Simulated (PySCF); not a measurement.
Computed properties of 3-bromo-1-chloro-1-fluoropropa-1,2-diene (C3HBrClF), SMILES C(=C=C(Cl)F)Br

C3HBrClF, SMILES FC(Cl)=C=CBr. Geometry: r2SCAN-D4/def2-SVP. One conformer was computed; it need not be the lowest. All values are computed for the isolated molecule unless a solvent is named; none is compared with measurement here.

**Structure.** All 15 harmonic modes at r2SCAN-D4/def2-SVP (PySCF) are real, so it is a minimum. With heavy atoms numbered as in [F:1][C:2]([Cl:3])=[C:4]=[CH:5][Br:6], the shortest bond between them is C4–C5 at 1.305 Å and the longest C5–Br6 at 1.906 Å.

**Vibrations.** The strongest infrared lines (harmonic, unscaled, degenerate partners summed) lie at 2063 cm⁻¹ (444 km/mol, C 99 %), 1088 cm⁻¹ (216 km/mol, C 70 %, F 20 %, H 8 %), 693 cm⁻¹ (183 km/mol, C 59 %, F 25 %, Cl 10 %). The softest mode is at 73 cm⁻¹ and the zero-point energy is 18.9 kcal/mol.

**Electronic structure.** r2SCAN/def2-TZVP (PySCF) places the frontier levels at -6.84 and -2.28 eV, a gap of 4.56 eV, and gives a dipole moment of 1.08 D and a mean polarisability of 75.7 bohr³. PBE/def2-TZVP (PySCF) at the same geometry gives -6.58 and -2.41 eV, so its gap is 0.39 eV narrower. An orbital gap is neither the optical nor the fundamental gap.

**Excitations.** TDDFT-B3LYP/def2-SVPD (PySCF) has S1 at 4.50 eV (275 nm, f = 0.000, dark); the most intense of the 10 singlets computed lies at 6.07 eV (f = 0.73). T1 (TDA) is at 3.83 eV. TDDFT-PBE/def2-SVPD (PySCF) puts S1 at 4.30 eV. No vertical singlet excitation falls in the visible range (under 3.1 eV).

**NMR.** GIAO shifts at PBE0/pcSseg-1 (PySCF) (non-relativistic, atoms alike by connectivity averaged): ¹³C from 114.5 to 205.6 ppm against TMS; ¹H at 7.3 ppm against TMS; ¹⁹F at -85.1 ppm against CFCl3. Without spin–orbit terms, shifts of atoms bonded to Cl or Br come out too high.

**Solvation.** SMD-PBE0/6-31G* (PySCF) gives 0.6 kcal/mol in water, -3.9 kcal/mol in acetone, -3.5 kcal/mol in ethanol (1 M in both phases, gas-phase geometry); of these solvents acetone holds the molecule best.
